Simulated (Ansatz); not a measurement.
Species: Sb2, charge 1, doublet. Sb2+ (parent SMILES [Sb]#[Sb], doublet).
B3LYP-D3(BJ)/def2-TZVP minimum from Ansatz (a first-principles code):
```
Sb
Sb 1 2.5934
```
Charge +1, spin multiplicity 2.

Total energies in def2-QZVPP, 9 correlated electrons, 18 frozen orbitals. UHF or UKS for unpaired electrons; spin-orbit terms are left out. Correlated methods leave the cores frozen (noble-gas shells, and filled d and f shells in the p block). Past Kr the def2 sets carry scalar-relativistic core potentials. Spin-orbit terms, left out, reach several kcal/mol for Br and I, and more for heavier atoms. The UHF reference of Sb2+ (parent SMILES [Sb]#[Sb], doublet) is spin-contaminated (<S^2> up to 0.71 over the pure value in the sets run). The spin of Sb2+ (parent SMILES [Sb]#[Sb], doublet) was assumed, and the state is the lowest solution found for it.

| method | program | energy (Eh) | minus CCSDT(Q) (mEh) |
|---|---|---|---|
| HF | Ansatz | -478.28530 | 216.31 |
| MP2 | Ansatz | -478.44711 | 54.50 |
| CCSD | Ansatz | -478.48205 | 19.56 |
| CCSD(T) | Ansatz | -478.49658 | 5.03 |
| CCSDT(Q) | Ansatz | -478.50161 | 0.00 |

Rough core times of Ansatz's runs on a shared machine: CCSD(T) 10 min, CCSDT(Q) 2 h.
